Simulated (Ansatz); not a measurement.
Br2FHSn (`[F][SnH]([Br])[Br]`). Charge 0, multiplicity 1. Correlated methods include outer-core shells of Br, Sn, which these sets cover unevenly. Scalar relativity is left out up to krypton. Sn: def2 effective core potential.

Cartesian coordinates in Å:
```
F 0.925 1.119 1.224
Sn 0.148 -0.089 -0.027
Br -1.689 -1.174 1.163
Br -0.738 1.308 -1.824
H 1.353 -1.164 -0.536
```

Give the diagnostics of a CCSD(T)/def2-TZVPP run (frozen core, Ansatz 0.2.0). (Best estimate.)

Ansatz gave: T1 = 0.0105, largest single amplitude 0.036, largest double 0.033, (T) share of the correlation energy 3.1 %, 9 CCSD cycles. The RHF solution is stable towards an unrestricted one. T1 lies under the customary mark of 0.02 for closed shells.
